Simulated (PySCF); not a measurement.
## Potential energy of CsO along the bond

Set-up: basis Cs def2-SVPD with ECP46, O def2-SVPD; scalar-relativistic core potentials; PySCF 2.14. Energies in eV from Cs + O in their ground configurations at the same level. All curves are PBE0. state 1: ²Σ⁺ (doublet), unpaired electrons σ ↑; state 2: ²Π (doublet), unpaired electrons π ↑, a second solution, started from another occupation; state 3: quartet, unpaired electrons σ ↑, π ↑↑, a second solution, started from another occupation.

```csv
R (Å),state 1,state 2,state 3
2.106,-2.301,-1.512,3.1882
2.204,-2.613,-2.076,2.2788
2.302,-2.783,-2.438,1.6124
2.376,-2.842,-2.610,1.2364
2.449,-2.856,-2.717,0.9423
2.522,-2.838,-2.774,0.7137
2.620,-2.776,-2.791,0.4872
2.743,-2.659,-2.747,0.2954
2.890,-2.486,-2.635,0.1541
3.086,-2.236,-2.436,0.0545
```

Put a parabola through the three lowest points of the state 1 curve and estimate Re, k and ωe (reduced mass 14.28 u; 1 eV/Å² = 0.16022 mdyn/Å; ωe = 1302.8·√(k/μ) cm⁻¹).

Through R = 2.376, 2.449, 2.522 Å the second-order coefficient is 3.00 eV/Å², so Re ≈ 2.444 Å, k ≈ 0.962 mdyn/Å and ωe ≈ 338 cm⁻¹. A polynomial fit of higher order to the unrounded PBE0 energies gives Re = 2.441 Å, k = 1.01 mdyn/Å, ωe = 347 cm⁻¹; anharmonicity and rounding make the difference.

The higher-order fit for each curve: state 1: Re = 2.441 Å, ωe = 347 cm⁻¹, De = 2.86 eV; state 2: Re = 2.601 Å, ωe = 318 cm⁻¹, minimum 2.79 eV below the ground-state fragments. State 3 gave no clean fit.

These are scalar-relativistic numbers at best; spin–orbit coupling would shift them, the dissociation energy most. The state was picked by a PBE0 search and need not be the measured ground state.
